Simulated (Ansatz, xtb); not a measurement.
Relative energy of two isomers of C4H4FNO

We compare I, `N#C[C@@H]1OC[C@@H]1F`, a singlet, with II, `N#C[C@@H]1CO[C@H]1F`, a singlet. Both are isolated molecules in the gas phase, relaxed with PBE0-D3(BJ)/def2-SVP.

Energies in hartree; the thermal terms are from GFN2-xTB frequencies at re-optimised GFN2-xTB minima (ideal gas, soft modes damped towards free rotors, one conformer each, 298.15 K, 1 atm) and include the zero-point energy:

|  | I | II |
| --- | --- | --- |
| E, CCSD(T)/def2-SVP | −383.296305 | −383.313708 |
| E, MP2/def2-SVP | −383.224200 | −383.242631 |
| E, MP2/def2-TZVPP | −383.939639 | −383.958332 |
| zero-point energy | 0.075384 | 0.075543 |
| H(298 K) − E | 0.082639 | 0.082750 |
| G(298 K) − E | 0.044666 | 0.044854 |

Problem. Correct the CCSD(T) difference for the basis set by the MP2 change, then work out ΔE, ΔE₀, ΔH and ΔG for I → II in kcal/mol (1 Eh = 627.51 kcal/mol) and the equilibrium ratio [II]/[I].

Solution. 1. Differences II − I: CCSD(T) −0.017403, MP2 in the small set −0.018431, MP2 in the large set −0.018693 Eh.
2. ΔE = −0.017403 + (−0.018693 − (−0.018431)) = −0.017665 Eh = −11.08 kcal/mol.
3. ΔE₀ = ΔE + ΔZPE = −0.017665 + (+0.000159) Eh = −10.99 kcal/mol.
4. ΔH = ΔE + (+0.000111) Eh = −11.02 kcal/mol.
5. ΔG = ΔE + (+0.000188) Eh = −10.97 kcal/mol, so ΔS = (ΔH − ΔG)/T = −0.7 J/(mol K).
6. kT = 0.9442 mEh, so K = [II]/[I] = exp(−ΔG/kT) = exp(+18.51) ≈ 1.1 × 10^8.

Structure II is favoured at this temperature. An error of 1 kcal/mol in ΔG would change K by a factor of 5.4. Mirror images and further conformers aren't counted.

As drawn, both hold the same kinds of bond in the same numbers.

Other levels gave ΔE = −8.5 (GFN2-xTB); −5.4 (HF/STO-3G, GFN2-xTB geometries); −11.5 (r2SCAN-D4/def2-SVP, GFN2-xTB geometries); −11.5 (PBE0-D3(BJ)/def2-SVP); −11.4 (HF/def2-SVP); −11.6 (MP2/def2-SVP); −10.9 (CCSD(T)/def2-SVP) kcal/mol. The correlated steps freeze 7 core orbitals. Programs: Ansatz 0.2.0, xtb 6.7.1.
